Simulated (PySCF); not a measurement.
Choosing a molecule for a target property.

Each SMILES stands for a single optimised conformer of the isolated species, non-relativistic unless stated; the electronic structure was computed with PySCF and density fitting.

The conformers computed, where there is a choice (atom-mapped SMILES and torsion angles):
- `[CH3:1][CH2:2][P@@:3]([CH3:4])(=[O:5])[N:6]([SiH3:7])[SiH3:8]`: C1–C2–P3–C4 -178°, C2–P3–N6–Si7 -127°
- `[O+:1]#[C:2][CH2:3][CH:4]([Cl:5])[Cl:6]`: C2–C3–C4–Cl5 63°
- `[CH2:1]=[C:2]([CH3:3])[O:4][Si@H:5]([O:6][SiH3:7])[SiH2:8][Cl:9]`: C1–C2–O4–Si5 -8°, C2–O4–Si5–O6 -50°, O4–Si5–O6–Si7 -33°, O4–Si5–Si8–Cl9 -154°
- `[CH3:1][CH2:2][S:3][C@@H:4]1[CH2:5][CH2:6][Si@H:7]1[C:8]#[N:9]`: C1–C2–S3–C4 -80°, C2–S3–C4–C5 -75°
- `[CH3:1][c:2]1[cH:3][c:4]([OH:5])[o:6][n:7]1`: H–O5–C4–C3 0°
- `[CH3:1][O:2][SiH2:3]/[CH:4]=[C:5](/[O:6][SiH3:7])[SiH2:8][Cl:9]`: C1–O2–Si3–C4 173°, O2–Si3–C4–C5 -6°, C4–C5–O6–Si7 3°, C4–C5–Si8–Cl9 -69°

Question: Wanted: HOMO–LUMO gap between 5.4 eV and 6 eV (PBE0/pcSseg-1) and smallest rotational constant below 1.5 GHz (GFN2-xTB), at GFN2-xTB geometries. Which candidate meets both?
A. `Clc1c[nH+]c[nH]1`
B. `C(CC(Cl)Cl)#[O+]`
C. `CC1=NOC(O)=C1`
D. `CCS[C@@H]1CC[Si@H]1C#N`
E. `O=[P@@](CC)(C)N([SiH3])[SiH3]`
F. `C=C(C)O[Si@H](O[SiH3])[SiH2]Cl`

Answer: D. Computed values:
```csv
species,HOMO–LUMO gap,smallest rotational constant
C(CC(Cl)Cl)#[O+],5.28 eV,1.375 GHz
CCS[C@@H]1CC[Si@H]1C#N,5.53 eV,0.555 GHz
C=C(C)O[Si@H](O[SiH3])[SiH2]Cl,6.41 eV,0.372 GHz
Clc1c[nH+]c[nH]1,6.53 eV,1.691 GHz
CC1=NOC(O)=C1,7.28 eV,1.641 GHz
O=[P@@](CC)(C)N([SiH3])[SiH3],7.55 eV,0.924 GHz
```

Question: Wanted: HOMO energy below -7.05 eV (PBE0/pcSseg-1) and dipole moment below 2.3 D (PBE0/pcSseg-1), at GFN2-xTB geometries. Which candidate meets both?
A. `C=C(C)O[Si@H](O[SiH3])[SiH2]Cl`
B. `c1(cc(no1)C)O`
C. `CC[P@@](C)(=O)N([SiH3])[SiH3]`
D. `CO[SiH2]/C=C(/O[SiH3])[SiH2]Cl`
E. `CCS[C@H]1[Si@@H](CC1)C#N`

Answer: D. Computed values:
| species | HOMO energy | dipole moment |
| --- | --- | --- |
| CC[P@@](C)(=O)N([SiH3])[SiH3] | -7.49 eV | 3.40 D |
| CO[SiH2]/C=C(/O[SiH3])[SiH2]Cl | -7.29 eV | 2.03 D |
| C=C(C)O[Si@H](O[SiH3])[SiH2]Cl | -7.11 eV | 2.65 D |
| c1(cc(no1)C)O | -6.99 eV | 4.51 D |
| CCS[C@H]1[Si@@H](CC1)C#N | -6.55 eV | 3.87 D |
